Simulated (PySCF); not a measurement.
Gas-phase reaction: 2 GeCl3 + 3 GeH2 ⇌ 3 GeCl2 + 2 GeH3. Level: PBE0/def2-TZVP; standard pressure 1 bar.

Energies from PySCF, thermal terms from the rigid-rotor harmonic-oscillator model, ideal gas at 1 bar. Open shells (unrestricted): GeCl3 (multiplicity 2), GeH3 (multiplicity 2); the rest are closed-shell singlets. Ge: all electrons, no relativistic terms. GeCl3, GeH2, GeH3: computed as isolated molecules; such fragments, hydroxides, amides, oligomers or adducts are transient or little studied in the gas. The harmonic model lacks anharmonicity and excited electronic states, which grow with temperature; levels with a mode under 35 cm⁻¹ are left out.

| T (K) | 1000/T (1/K) | log10 K |
|---|---|---|
| 1000 | 1.0000 | 17.65 |
| 1200 | 0.8333 | ? |
| 1400 | 0.7143 | 12.64 |
| 1600 | 0.6250 | 11.07 |
| 1800 | 0.5556 | 9.85 |
| 2000 | 0.5000 | 8.87 |

Question: Fit log10 K = a + b·(1000/T) to the five rows, get the mean ΔH° and ΔS°, and predict log10 K at 1200 K.

Answer: Means: 1000/T = 0.6790, log10 K = 12.016. Sums of products about the means: Sxy = 2.71204, Sxx = 0.154472, so b = Sxy/Sxx = 17.56 and a = 12.016 − (17.56)×0.6790 = 0.09.
ΔH° = −R ln 10 × 1000 K × b = −19.145 × (17.56) = -336 kJ; ΔS° = R ln 10 × a = 2 J/K. The run's own values go from -335 kJ and 3 J/K at 1000 K to -338 kJ and 1 J/K at 2000 K.
Prediction at 1200 K: 0.09 + (17.56)×0.8333 = 14.72. The computed value is 14.73, 0.01 from the line.
For scale, ΔH°(298 K) is -330 kJ at this level, -317 kJ at ωB97M-V/def2-TZVP†, and runs from -350 to -230 kJ over the 19 levels computed († marks an energy on the PBE0/def2-TZVP geometry).
